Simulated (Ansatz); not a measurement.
C₄H₁₃NSi⁻, that is SiH2Me(NMeEt) with one electron more: single points at one geometry.

```yaml
crystal:
  periodic: [false, false, false]
  atoms:
    - {symbol: Si, position_ang: [0.643620, 1.300492, 0.250688]}
    - {symbol: H, position_ang: [1.489907, 1.089772, 1.480963]}
    - {symbol: H, position_ang: [1.576119, 1.648590, -0.866265]}
    - {symbol: C, position_ang: [-0.529242, 2.718290, 0.619227]}
    - {symbol: H, position_ang: [0.049960, 3.636334, 0.811360]}
    - {symbol: H, position_ang: [-1.142900, 2.529612, 1.514682]}
    - {symbol: H, position_ang: [-1.204587, 2.909749, -0.229975]}
    - {symbol: N, position_ang: [-0.235861, -0.106774, -0.284114]}
    - {symbol: C, position_ang: [-1.431633, -0.554609, 0.399579]}
    - {symbol: C, position_ang: [0.407680, -1.117612, -1.111494]}
    - {symbol: C, position_ang: [1.094226, -2.247243, -0.342631]}
    - {symbol: H, position_ang: [-2.136496, -1.015718, -0.318961]}
    - {symbol: H, position_ang: [-1.244753, -1.300723, 1.199905]}
    - {symbol: H, position_ang: [-1.953464, 0.296830, 0.864122]}
    - {symbol: H, position_ang: [-0.353376, -1.548710, -1.794066]}
    - {symbol: H, position_ang: [1.148268, -0.614352, -1.757740]}
    - {symbol: H, position_ang: [1.555728, -2.968473, -1.036443]}
    - {symbol: H, position_ang: [1.885632, -1.851565, 0.314906]}
    - {symbol: H, position_ang: [0.381159, -2.803881, 0.286257]}
basis:
  gaussian: {orbitals: def2-TZVPD, initial_orbitals: start.molden}
total_charge: -1
magnetization: {spin_polarized: true, initial_magnetization: 1}
hamiltonian: {xc: {name: LC-wPBE}}
scf: {omitted_lower_state_checks: [starts]}
output: {orbitals: {seedname: orbitals}}
```

The file start.molden holds the orbitals of an earlier run on this structure, at another level or in another basis.

```sh
$ ansatz run in.yaml --threads 4 --pin off --events-out ev --progress --plain --max-ram 4787MiB
```

Shortened log:

```
Functional definition: LC-wPBE
1813 factors; their error is unknown
977 factors; integrals over basis functions are off by at most 5.1e-6 eV
mean field evaluation 1: about -13723.4354 eV, gradient 6.9e0 eV
mean field evaluation 2: about -13723.5993 eV, gradient 2.4e-1 eV
mean field evaluation 4: about -13723.5432 eV, gradient 2.7e-1 eV
mean field evaluation 8: about -13723.5449 eV, gradient 6.0e-3 eV
mean field evaluation 16: about -13723.5449 eV, gradient 1.4e-5 eV
mean field -13723.54490258 eV, -504.3309730170 hartree, gradient 4.5e-6 eV, S^2 0.750425; 0 other end points of the search recorded, 0 dependent functions left out
reference -13723.54490259 eV, -504.3309730174 hartree; 30, 29 occupied and 315, 316 virtual orbitals, 1813 factors
Total energy: -13723.54490259 eV, -504.3309730174 hartree
Checks for a lower state left out: starts
```

Hardware: 4 threads of Intel Xeon on a shared host. Wall time 2.3 min, peak host memory 1.7 GiB.

The first input with `hamiltonian: {xc: pbe, dispersion: d4}` (abridged; 44 s):

```
Functional definition: PBE
mean field evaluation 16: about -13717.6012 eV, gradient 9.1e-6 eV
mean field -13717.60118818 eV, -504.1125455417 hartree, gradient 9.1e-6 eV, S^2 0.750214
Total energy: -13718.08695642 eV, -504.1303971953 hartree
Checks for a lower state left out: starts
```

As the first input, with `gaussian: {orbitals: def2-TZVPD}`, `hamiltonian: {xc: pbe0, dispersion: d4}` (abridged; 2.4 min):

```
Functional definition: PBE0
mean field evaluation 16: about -13719.2544 eV, gradient 8.2e-3 eV
mean field evaluation 32: about -13719.2543 eV, gradient 6.9e-5 eV
mean field -13719.25434221 eV, -504.1732978316 hartree, gradient 5.2e-6 eV, S^2 0.750218
Total energy: -13719.66780389 eV, -504.1884922682 hartree
Checks for a lower state left out: starts
```

Geometry: r2SCAN-D4/def2-SVP, that of the neutral singlet.

LC-ωPBE has ω = 0.4 bohr⁻¹. At LC-ωPBE/def2-TZVPD, PBE-D4/def2-TZVPD, PBE0-D4/def2-TZVPD the highest occupied level of the charge -1 doublet lies above zero (up to 2.20 eV). By energy differences it is unbound by 0.87 eV (vertical, against the charge 0 singlet, at PBE-D4/def2-TZVPD) and held by the finite basis.
